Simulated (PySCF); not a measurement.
C4H7BFN, SMILES CB(F)C=C=CN.

Coordinates come from a B3LYP-D3(BJ)/def2-SVP optimisation. The structure was generated by enumeration; whether it is a known compound was not checked. One conformer was computed; it need not be the lowest.

Calculation: B3LYP-D3(BJ)/def2-SVP (PySCF).

Harmonic, unscaled wavenumbers; measured fundamentals usually lie a few per cent lower.

Problem. Give all harmonic wavenumbers and intensities. (The exact figures need the calculation; the answer reports its results.)

Solution. 
| mode | ν (cm⁻¹) | IR (km/mol) | moving atoms (share of kinetic energy) |
|---|---|---|---|
| 1 | 54 | 1.5 | F 32 %, C 32 %, H 23 %, N 13 % |
| 2 | 70 | 0.8 | H 89 % |
| 3 | 77 | 0.7 | C 45 %, N 31 %, H 16 % |
| 4 | 181 | 13.3 | H 50 %, C 40 % |
| 5 | 245 | 4.9 | C 54 %, H 19 %, N 17 % |
| 6 | 284 | 16.0 | C 42 %, H 38 %, F 11 % |
| 7 | 348 | 45.8 | H 65 %, C 25 % |
| 8 | 373 | 5.9 | F 45 %, C 31 %, H 16 % |
| 9 | 463 | 13.6 | C 32 %, H 26 %, B 24 %, F 16 % |
| 10 | 499 | 5.9 | H 32 %, C 32 %, B 26 %, F 8 % |
| 11 | 633 | 9.2 | C 67 %, H 21 %, N 12 % |
| 12 | 681 | 261.7 | H 74 %, N 22 % |
| 13 | 729 | 0.6 | C 69 %, H 24 % |
| 14 | 769 | 20.9 | H 56 %, C 37 % |
| 15 | 869 | 5.5 | H 61 %, C 27 %, F 12 % |
| 16 | 882 | 26.9 | H 53 %, B 28 %, C 19 % |
| 17 | 916 | 38.2 | H 74 %, C 19 % |
| 18 | 983 | 12.2 | C 45 %, H 37 %, N 15 % |
| 19 | 1150 | 14.4 | H 81 %, C 11 % |
| 20 | 1171 | 188.7 | H 52 %, B 38 % |
| 21 | 1214 | 43.5 | H 39 %, C 28 %, B 22 % |
| 22 | 1254 | 10.3 | H 45 %, C 22 %, B 14 %, N 13 % |
| 23 | 1327 | 197.4 | H 52 %, C 25 %, B 20 % |
| 24 | 1369 | 175.4 | B 41 %, H 32 %, C 18 %, F 9 % |
| 25 | 1433 | 5.9 | H 90 % |
| 26 | 1440 | 2.0 | H 96 % |
| 27 | 1473 | 243.4 | C 61 %, H 32 % |
| 28 | 1624 | 49.8 | H 87 %, N 11 % |
| 29 | 2042 | 27.5 | C 99 % |
| 30 | 3021 | 1.8 | H 97 % |
| 31 | 3076 | 25.3 | H 92 % |
| 32 | 3086 | 7.5 | H 91 %, C 9 % |
| 33 | 3138 | 8.0 | H 91 %, C 9 % |
| 34 | 3138 | 2.6 | H 92 %, C 8 % |
| 35 | 3530 | 11.8 | H 96 % |
| 36 | 3630 | 11.8 | H 91 %, N 9 % |
